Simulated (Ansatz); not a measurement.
Stepwise reaction of `NB(Cl)Cl` with hydrogen, as a gas-phase model of exchange steps in deposition or etching. ΔE in kJ/mol; ΔG adds harmonic PBE0-D4 terms to CCSD(T)/CBS, at 1 bar.

Gas-phase electronic energies from Ansatz, PBE0-D4/def2-TZVP geometries. CBS: MP2 limit from def2 TZ/QZ plus the TZ coupled-cluster correction, frozen cores. This one scheme is used for every species. Functionals use def2-TZVPP. B3LYP here is the variant with VWN-RPA as its local correlation; programs differ in this. Each species was taken in one conformer, which may not be the lowest.

```
step                        reaction  PBE-D4  B3LYP-D4  ωB97M-V  CCSD(T)/CBS  ΔG(500 K)
   1  `NB(Cl)Cl` + H₂ → `NBCl` + HCl    59.4      54.6     55.7         54.0       47.9
   2        `NBCl` + H₂ → `BN` + HCl    73.8      69.2     70.1         69.3       69.4
```

**Question.** By hand: ΔE of the 2 steps together at CCSD(T)/CBS.

**Answer.** (54.0) + (69.3) = 123.3 kJ/mol, or 61.6 kJ/mol a step.

In ΔE each step is higher than the one before. All are uphill at CCSD(T)/CBS. ΔG lies between 47.9 and 69.4 kJ/mol a step. PBE-D4 differs from CCSD(T)/CBS by 4.5 to 5.4 kJ/mol a step. Isolated molecules leave out the surface, adducts and barriers. Largest T1 diagnostic: 0.012.
